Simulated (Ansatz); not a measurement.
System: C4H5O2 (charge +1, singlet). It need not be the lowest isomer of its formula. 
Coordinates optimised at B3LYP-D3(BJ)/def2-TZVP (Ansatz, a quantum-chemistry and plane-wave program):
```
C
O 1 1.3342
C 1 1.3445 2 115.01
H 3 1.0764 1 128.41 2 180.00
C 2 1.3771 1 104.45 3 0.00
C 5 1.3558 2 110.14 1 0.00
H 5 1.0752 6 134.48 3 -180.00
H 6 1.0765 5 126.45 7 0.00
O 1 1.4270 2 114.76 5 180.00
H 9 0.9809 1 115.84 2 -67.04
H 9 0.9809 10 111.92 1 -135.82
```
Charge +1, spin multiplicity 1.

Total electronic energies in hartree. Cores are frozen in the correlated levels unless marked. Spin-orbit coupling is left out. Non-relativistic unless marked X2C. CBS(X,Y): correlation extrapolated as X^-3; Hartree-Fock from the larger set.

The Hartree-Fock reference is unstable (checked in the largest basis), which strains HF and MP2. 

```json
[
 {"level": "HF/STO-3G", "program": "Ansatz", "energy (Eh)": "-299.95743"},
 {"level": "HF/cc-pVTZ", "program": "Ansatz", "energy (Eh)": "-303.88174"},
 {"level": "RI-HF/cc-pVQZ", "program": "Ansatz", "energy (Eh)": "-303.90244"},
 {"level": "B3LYP-D4/def2-TZVPD", "program": "Ansatz + dftd4", "energy (Eh)": "-305.66023"},
 {"level": "PBE0-D4/def2-TZVP", "program": "Ansatz + dftd4", "energy (Eh)": "-305.31053"},
 {"level": "r2SCAN0-D4/def2-TZVPD", "program": "Ansatz + dftd4", "energy (Eh)": "-305.44335"},
 {"level": "CAM-B3LYP/def2-TZVPD", "program": "Ansatz", "energy (Eh)": "-305.51274"},
 {"level": "MP2/cc-pVQZ", "program": "Ansatz", "energy (Eh)": "-305.07269"},
 {"level": "RI-MP2/cc-pVTZ", "program": "Ansatz", "energy (Eh)": "-304.97613"},
 {"level": "RI-MP2/cc-pVQZ", "program": "Ansatz", "energy (Eh)": "-305.07218"},
 {"level": "RI-MP2/CBS(cc-pVTZ,cc-pVQZ)", "program": "Ansatz", "energy (Eh)": "-305.1272"},
 {"level": "CCSD/CBS(cc-pVTZ,cc-pVQZ)", "program": "Ansatz", "energy (Eh)": "-305.1247"},
 {"level": "CCSD(T)/cc-pVDZ", "program": "Ansatz", "energy (Eh)": "-304.74316"},
 {"level": "X2C-CCSD(T)/cc-pVTZ-DK", "program": "Ansatz", "energy (Eh)": "-305.20720"},
 {"level": "CCSD(T)/CBS(cc-pVTZ,cc-pVQZ)", "program": "Ansatz", "energy (Eh)": "-305.1850"}
]
```

Totals of different functionals don't rank their quality; only differences between species are comparable.
